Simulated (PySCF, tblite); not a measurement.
Compound: C6H5FSi.
Cartesian coordinates in Å at the GFN2-xTB level; atoms count from 1:
```xyz
13
C6H5FSi angstrom
C     -1.7288    1.9935   -0.4421
C     -1.6244    0.8020   -0.5574
C     -1.5367   -0.5906   -0.7229
C     -0.6341   -1.3256   -0.0703
F     -0.6342   -2.6643   -0.3063
Si     0.6695   -0.7214    1.1726
C      1.9436    0.1956    0.1953
C      2.7830    0.7685   -0.4475
H     -1.8161    3.0334   -0.3371
H     -2.2387   -1.0446   -1.4127
H      1.2686   -1.9059    1.7909
H      0.0297    0.1846    2.1295
H      3.5142    1.2753   -1.0097
```

Computed with wB97X-D/def2-SVPD in PySCF (dipole) on a GFN2-xTB geometry, gas phase.

Take the most abundant isotopes and a rigid rotor. The values belong to one conformer with, in the numbering `[CH:1]#[C:2]/[CH:3]=[C:4](/[F:5])[SiH2:6][C:7]#[CH:8]`, C3–C4–Si6–C7 -72°.

What are A, B and C (GHz)?

Ia = 289.49, Ib = 344.79, Ic = 532.45 u·Å²; 505379 MHz·u·Å²/I gives 1746, 1466 and 949.2 MHz, that is A = 1.7458, B = 1.4657, C = 0.9492 GHz.

What kind of rotor is it?

An asymmetric top: κ = (2 × 1466 − 1746 − 949.2)/(1746 − 949.2) = 0.30.

Is it planar, by Δ = Ic − Ia − Ib?

Not planar: Δ = Ic − Ia − Ib = -101.83 u·Å². For a rigid frame Δ = −2 Σ m c², so Σ m c² = 50.91 u·Å² lies off the ab plane: 9.59 from hydrogen and 41.33 from heavier atoms. The atom farthest from that plane is 2.09 Å away.

Give the other two planar moments, Paa and Pbb, and the rms extents of the mass along the axes.

Paa = Σ m a² = (Ib + Ic − Ia)/2 = 293.88 and Pbb = Σ m b² = (Ia + Ic − Ib)/2 = 238.57 u·Å². With the mass M = 124.01 u, the rms extents √(P/M) along a, b and c are 1.54, 1.39, 0.64 Å.

List the rotational levels J(Ka,Kc) to J = 3 (K).

Above 0(0,0), as E/k:
J = 1: 1(0,1) 0.116, 1(1,1) 0.129, 1(1,0) 0.154
J = 2: 2(0,2) 0.332, 2(1,2) 0.336, 2(1,1) 0.411, 2(2,1) 0.451, 2(2,0) 0.467
J = 3: 3(0,3) 0.638, 3(1,3) 0.639, 3(1,2) 0.780, 3(2,2) 0.799, 3(2,1) 0.856, 3(3,1) 0.936, 3(3,0) 0.943
Those of J = 1 are B + C, A + C and A + B.

Which lines would a microwave search look for?

The dipole components are |μa| = 0.50 D, |μb| = 1.36 D, |μc| = 0.24 D. Intensities carry the squares of the components, which stand as 0.13 : 1.00 : 0.03 (a : b : c). Some lines, for components of 0.1 D or more:

```tsv
type	branch	J(Ka,Kc)	MHz	lower level (cm⁻¹)
a	Q	2(1,1) ← 2(1,2)	1550	0.234
b	Q	2(1,1) ← 2(0,2)	1636	0.231
b	R	1(1,1) ← 0(0,0)	2695	0.000
b	Q	3(3,1) ← 3(2,2)	2858	0.555
a	Q	4(1,3) ← 4(1,4)	4368	0.719
a	R	2(1,1) ← 1(1,0)	5346	0.107
b	R	4(1,3) ← 3(2,2)	9265	0.555
a	R	4(1,3) ← 3(1,2)	9655	0.542
a	R	5(1,5) ← 4(1,4)	10132	0.719
a	R	5(4,2) ← 4(4,1)	12767	1.102
a	R	5(2,3) ← 4(2,2)	12939	0.953
b	R	5(3,3) ← 4(2,2)	13350	0.953
b	R	4(3,1) ← 3(2,2)	13713	0.555
b	R	4(2,2) ← 3(1,3)	15260	0.444
```

Estimate the classical rotational partition function at 10 K, 298.15 K and 500 K.

Point group C1, symmetry number σ = 1; q = (√π/σ)·√((kT/h)³/(ABC)), k/h = 20836.6 MHz/K: 3420 at 10 K, 557000 at 298.15 K, 1210000 at 500 K.

Its lowest GFN2-xTB frequency is 6 cm⁻¹, too small to tell a flat minimum from a shallow saddle. Constants of a rigid frame at the computed geometry: no zero-point averaging, no centrifugal distortion.
